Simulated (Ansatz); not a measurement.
Input file for Ansatz (an electronic-structure program): U-SVWN5/def2-TZVPP on Cl (SMILES [Cl]).

Ansatz 0.2 input:
```yaml
crystal:
  periodic: [false, false, false]
  atoms:
    - {symbol: Cl, position_ang: [0.00000000, 0.00000000, 0.00000000]}
basis:
  gaussian:
    orbitals: def2-TZVPP
hamiltonian:
  xc: {name: SVWN5}
magnetization: {spin_polarized: true, initial_magnetization: 1}
```

The log:

```
WARN ansatz: RAYON_NUM_THREADS=4 ignored (pool sized by the plan → 4); use --threads N
Functional definition: SVWN5
integrals: 0.00 GiB planned
294 factors; their error is unknown
mean field: 0.12 GiB planned
mean field evaluation 1: about -12480.3935 eV, gradient 5.0e0 eV
mean field evaluation 2: about -12480.2251 eV, gradient 8.1e0 eV
mean field evaluation 4: about -12480.4073 eV, gradient 4.7e0 eV
mean field evaluation 8: about -12480.4325 eV, gradient 4.1e0 eV
mean field evaluation 16: about -12480.2718 eV, gradient 7.2e0 eV
mean field evaluation 32: about -12480.5003 eV, gradient 1.4e-4 eV
mean field -12480.49944157 eV, -458.6498948915 hartree, gradient 2.1e-5 eV, S^2 0.751423; 2 other end points of the search recorded, 0 dependent functions left out
reference -12480.49946073 eV, -458.6498955954 hartree; 9, 8 occupied and 33, 34 virtual orbitals, 294 factors
Total energy: -12480.49946073 eV, -458.6498955954 hartree
```

The calculation finished and met its thresholds.

Cost: roughly 0.8 core-seconds.
